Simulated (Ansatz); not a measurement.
One geometry of ZrF₄, several levels of theory.

```yaml
crystal:
  periodic: [false, false, false]
  atoms:
    - {symbol: Zr, position_ang: [-0.000007, -0.000006, 0.000025]}
    - {symbol: F, position_ang: [0.009446, -0.015571, 1.908285]}
    - {symbol: F, position_ang: [1.795993, 0.009661, -0.644961]}
    - {symbol: F, position_ang: [-0.906521, 1.561038, -0.618920]}
    - {symbol: F, position_ang: [-0.898911, -1.555123, -0.644419]}
basis:
  gaussian: {orbitals: def2-TZVPD, initial_orbitals: start.molden}
hamiltonian: {xc: pbe, dispersion: d4}
scf: {omitted_lower_state_checks: [starts]}
output: {orbitals: {seedname: orbitals}}
```

The file start.molden holds the orbitals of an earlier run on this structure, at another level or in another basis.

```sh
$ ansatz run in.yaml --threads 4 --pin off --events-out ev --progress --plain --max-ram 3916MiB
```

Output, abridged:

```
Functional definition: PBE
1109 factors; their error is unknown
mean field evaluation 1: about -12152.4746 eV, gradient 1.3e1 eV
mean field evaluation 2: about -12152.7856 eV, gradient 3.1e-1 eV
mean field evaluation 4: about -12152.7862 eV, gradient 2.9e-2 eV
mean field -12152.78617494 eV, -446.6066544747 hartree, gradient 2.7e-5 eV, S^2 0.000000; 0 other end points of the search recorded, 0 dependent functions left out
reference -12152.78624119 eV, -446.6066569094 hartree; 24, 24 occupied and 176, 176 virtual orbitals, 1109 factors
Total energy: -12152.87109489 eV, -446.6097752252 hartree
Checks for a lower state left out: starts
```

Hardware: 4 threads of Arm Neoverse V1 on a shared host. Wall time 1.6 s.

First input, but with `gaussian: {orbitals: def2-TZVP, initial_orbitals: start.molden}`, `hamiltonian: {xc: pbe0, dispersion: d4}` (abridged; 1.4 s):

```
Functional definition: PBE0
mean field -12151.50687468 eV, -446.5596410575 hartree, gradient 4.1e-5 eV, S^2 0.000000
Total energy: -12151.57889397 eV, -446.5622877173 hartree
Checks for a lower state left out: starts
```

First input, but with `gaussian: {orbitals: def2-TZVP, initial_orbitals: start.molden}`, `hamiltonian: {xc: pbe}`, `correlation: {method: rpa}` and without the key `output` (abridged; 2.7 s):

```
Functional definition: PBE
mean field -12152.66771809 eV, -446.6023012657 hartree, gradient 2.9e-6 eV, S^2 0.000000
4 core orbitals not correlated: weight in the atoms' cores, before any rotation towards them, 1.000 or more for the frozen orbitals, at most 0.000 for the correlated occupied ones
Total energy: -12153.72630042 eV, -446.6412034489 hartree
Checks for a lower state left out: starts
```

First input, but with `hamiltonian: {xc: pbe0, dispersion: d4}` (abridged; 2 s):

```
Functional definition: PBE0
mean field -12151.62956680 eV, -446.5641499095 hartree, gradient 1.7e-5 eV, S^2 0.000000
Total energy: -12151.70157702 eV, -446.5667962365 hartree
Checks for a lower state left out: starts
```

Geometry: PBE-D4/def2-SVP.

In the def2 sets Zr takes a core potential; there is no spin–orbit coupling. Correlated methods freeze 4 core orbitals; core or outer-core shells of Zr are correlated, in sets that lack core-valence functions.
